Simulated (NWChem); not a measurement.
Molecule: CAgIO; SMILES [O+]#[C-]->[Ag][I]

Computed with NWChem. Medium grid unless said otherwise, to which SCAN and Minnesota functionals are sensitive. Geometry: optimised at PBE0/def2-SVP. def2 effective core potentials on Ag, I; no spin-orbit coupling. Hybrids' shares of exact exchange are those that their runs print; pure functionals count as 0. The functionals differ in more than this share.

```csv
row,share of exact exchange,orbital gap (eV)
PBE/def2-SVP,0.00,2.27
N12/def2-SVP,0.00,2.16
TPSSh/def2-SVP,0.10,3.10
B3LYP/def2-SVP,0.20,3.59
r2SCAN0/def2-SVP,0.25,4.23
M06-2X/def2-SVP,0.54,withheld
```

Fit a straight line of the last column on the one before it, predict the withheld value, and compare with the run.


1. Means of the 5 shown rows: x = 0.110, y = 3.070. Slope Σ(x − x̄)(y − ȳ)/Σ(x − x̄)² = 0.3970/0.05200 = 7.635; intercept 2.230.
2. The shown rows scatter about the line by 0.104 (root mean square); the largest residual is -0.17, at B3LYP/def2-SVP.
3. At x = 0.54 (M06-2X/def2-SVP; beyond the shown range) the line gives 6.35.
4. The run gives 5.84, -0.51 from the line, 4.9 times the scatter.
